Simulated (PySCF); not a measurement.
Isomers of C7H11FOSi, one GFN2-xTB conformer each. Single-point energies are computed at PBE0/pcSseg-1 (PySCF, gas phase, no added dispersion term), electronic only.

```
                    SMILES  GFN2-xTB relative energy (kcal/mol)
     CC#C/C=C(\C)O[SiH2]CF                                  0.0
C=C(C)C1=C(F)[Si@@H](OC)C1                                  6.3
```

Conformers: `[CH3:1][C:2]#[C:3]/[CH:4]=[C:5](\[CH3:6])[O:7][SiH2:8][CH2:9][F:10]` with C4–C5–O7–Si8 171°, C5–O7–Si8–C9 176°, O7–Si8–C9–F10 178°; `[CH2:1]=[C:2]([CH3:3])[C:4]1=[C:5]([F:6])[Si@@H:7]([O:8][CH3:9])[CH2:10]1` with C1–C2–C4–C5 -179°, C5–Si7–O8–C9 -92°.

What does PBE0/pcSseg-1 give for the same structures?

| SMILES | PBE0/pcSseg-1 E (Eh) | PBE0/pcSseg-1 (kcal/mol) | GFN2-xTB (kcal/mol) | point group |
| --- | --- | --- | --- | --- |
| C=C(C)C1=C(F)[Si@@H](OC)C1 | -737.21182 | 0.0 | 6.3 | C1 |
| CC#C/C=C(\C)O[SiH2]CF | -737.17836 | 21.0 | 0.0 | C1 |

GFN2-xTB puts CC#C/C=C(\C)O[SiH2]CF lowest instead. As drawn, the lower has a four-membered ring, which the higher lacks; the higher has a C≡C bond, which the lower lacks.

Which frontier levels, dipoles and rotational constants go with these structures?

```csv
SMILES,"HOMO (eV, PBE0/pcSseg-1)",LUMO (eV),dipole (D),"A, B, C (MHz)"
C=C(C)C1=C(F)[Si@@H](OC)C1,-6.54,-0.93,1.54,"2257, 645.0, 540.6"
CC#C/C=C(\C)O[SiH2]CF,-6.12,-0.23,2.15,"5063, 327.4, 310.8"
```
